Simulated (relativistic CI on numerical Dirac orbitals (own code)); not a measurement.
# Hg3+: 4d photoemission

Computed with this model: Dirac-Coulomb-Breit CI, separate exchange-only KLI orbitals for each configuration, model QED (radiative potential, 1s self-energy scaled to tabulated hydrogen-like ionisation energies), valence Slater integrals scaled by 0.7, multiplet model of photoemission in the sudden approximation; configurations [Xe] 4f14 5d9 → [Kr] 4d9 4f14 5s2 5p6 5d9; 300 K; Lorentzian 2.45 eV and Gaussian 0.6 eV FWHM. Energies are those of the free ion, without screening or charge transfer. The energies are binding energies and can lie tens of eV above those of solids. S is read from ⟨S²⟩ = S(S + 1).

Field parameters in Wybourne normalisation: D3d B²₀ = −7Dσ, B⁴₀ = −14Dq − 21Dτ, B⁴₃ = −14√(10/7) Dq. The field is a parameter set, without covalency.

free ion: ground-state S = 0.50, centroid 413.15 eV. Peaks (eV, height): 405.2 (100), 425.0 (76).

D3d, 10Dq = 29350, Dσ = -230, Dτ = 490 cm⁻¹: ground-state S = 0.50, centroid 413.20 eV. Peaks (eV, height): 405.2 (100), 425.0 (71).

Strongest unbroadened transitions for D3d, 10Dq = 29350, Dσ = -230, Dτ = 490 cm⁻¹:

| Energy (eV) | Relative strength |
| --- | --- |
| 404.54 | 29.6 |
| 404.80 | 46.3 |
| 404.83 | 51.7 |
| 404.85 | 51.2 |
| 405.23 | 70.7 |
| 405.33 | 82.5 |
| 405.38 | 80.3 |
| 405.59 | 24.1 |
| 405.61 | 37.7 |
| 406.23 | 46.1 |
| 406.83 | 23.1 |
| 424.39 | 28.0 |
| 424.76 | 49.9 |
| 424.77 | 88.8 |
| 424.81 | 100.0 |
| 425.23 | 64.3 |
| 425.36 | 43.9 |
| 425.57 | 20.0 |
